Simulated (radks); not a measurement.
Question: Radial electron density D(r) = 4 pi r^2 rho(r) of an atom or ion with 13 electrons. Method: scalar-relativistic Kohn-Sham, BLYP, spin-polarised, spherical densities, finite nucleus; Fermi nuclear charge, rms radius of each element as measured or else 0.836 A^(1/3) + 0.57 fm; computed with a radial shooting solver on a logarithmic mesh with Libxc functionals.

r (bohr)   D(r) (e/bohr)   spin D(r)
0.0008095          2.553  -0.0000700
0.001005           3.664  -0.0000898
0.001247           5.226   -0.000106
0.001547           7.400   -0.000102
0.001921           10.38  -0.0000408
0.002384           14.41    0.000162
0.002958           19.71    0.000691
0.003672           26.50     0.00193
0.004557           34.88     0.00470
0.005656           44.70      0.0106
0.007019           55.45      0.0227
0.008781           66.47      0.0483
0.0109             75.33      0.0964
0.01353            80.63       0.185
0.01679            81.00       0.341
0.02083            76.66       0.594
0.02586            70.33       0.966
0.03209            66.96        1.44
0.03983            71.17        1.89
0.04943            82.83        2.10
0.06135            94.16        1.78
0.07614            93.33       0.907
0.0945             74.85      0.0673
0.1173             47.51       0.381
0.1456             27.58        2.41
0.1807             20.96        4.90
0.2242             18.43        5.50
0.2783             11.89        3.68
0.3454             4.539        1.43
0.4286            0.9152       0.296
0.532            0.08691      0.0296
0.6603          0.003402     0.00124

What is the nuclear charge?

Answer: Z = 62. The innermost maximum, from 1s, lies near gamma/Z bohr with gamma = sqrt(1 - (Z/c)^2) = 0.892, here 0.0144 bohr (found: 0.0153), and its height grows with Z. The density is that of the samarium ion Sm49+ in [Ne] 3s2 3p1; the configuration itself is not fixed sharply by these data, and Z only to a few units. D(r) has 2 maxima, at r = 0.0153, 0.0681 bohr, and minima at 0.0321 bohr, inside which lie 2.02 electrons.
